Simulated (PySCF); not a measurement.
**A basis-limit estimate, worked out**

An elementary step of BSiH$_{6}$OF, closed shell (SiH₄O ([OH][SiH3]) + BH₂F ([BH2][F]) → BSiH₅O ([BH2][O][SiH3]) + HF; B–F, H–O broken or loosened, B–O, F–H formed or tightened). “Start” and “end” are the PBE0-D4/def2-TZVP structures reached by relaxing down either side of its saddle point, with the molecules still in contact.

Computed with PySCF 2.14 with density fitting (its default auxiliary sets; JK sets also for MP2 and CCSD(T)) (basis: def2-TZVPP and def2-QZVPP); correlated methods freeze the cores.

Energies in eV:

| quantity | end | start |
| --- | --- | --- |
| Hartree–Fock, triple zeta (X = 3) | -13376.86939 | -13376.82424 |
| Hartree–Fock, quadruple zeta (X = 4) | -13377.39909 | -13377.33818 |
| MP2 correlation, X = 3 | -20.09084 | -20.25754 |
| MP2 correlation, X = 4 | -21.73476 | -21.88907 |
| CCSD(T) correlation, X = 3 | -21.80467 | -21.98260 |

Task: Work out the step energy at the basis limit: extrapolate Hartree–Fock as E(X) = E∞ + A exp(−7.88 √X) and the MP2 correlation as E(X) = E∞ + B X^−2.97 (the exponents that Neese and Valeev fitted for def2-TZVPP and QZVPP), then add CCSD(T) − MP2 in triple zeta.

Result: Each step is linear, so take the differences first (end − start): Hartree–Fock -0.04515 (X = 3) and -0.06091 (X = 4); MP2 correlation 0.16670 and 0.15431; CCSD(T) correlation 0.17793.
Two points give E∞ = E(4) + w [E(4) − E(3)], with w = 1/(exp(7.88 (2 − √3)) − 1) = 0.1377 for Hartree–Fock and w = 1/((4/3)^2.97 − 1) = 0.7407 for the correlation.
Hartree–Fock: -0.06091 + 0.1377 × (-0.01576) = -0.0631 eV.
MP2 correlation: 0.15431 + 0.7407 × (-0.01239) = 0.1451 eV.
CCSD(T) − MP2: 0.17793 − 0.16670 = 0.0112 eV.
Sum: -0.0631 + 0.1451 + 0.0112 = 0.0932 eV, or 2.15 kcal/mol. Plain CCSD(T) in triple zeta gives 0.1328 eV, so the larger basis shifts the result by -0.0396 eV.

T1 diagnostic: at most 0.012.

The step is the kind of ligand exchange by which a precursor binds to a hydroxyl group, or is hydrolysed, in atomic layer deposition of oxides.

Labels in which every atom is bracketed show which atoms are joined, not bond orders.

For scale, one of the runs: CCSD(T)/def2-TZVPP, 219 basis functions, launched by `OMP_NUM_THREADS=4 python run.py`. Hardware: 4 CPU threads of an Arm Neoverse V1, shared host. Wall time 12 min; peak host memory 3.5 GiB.
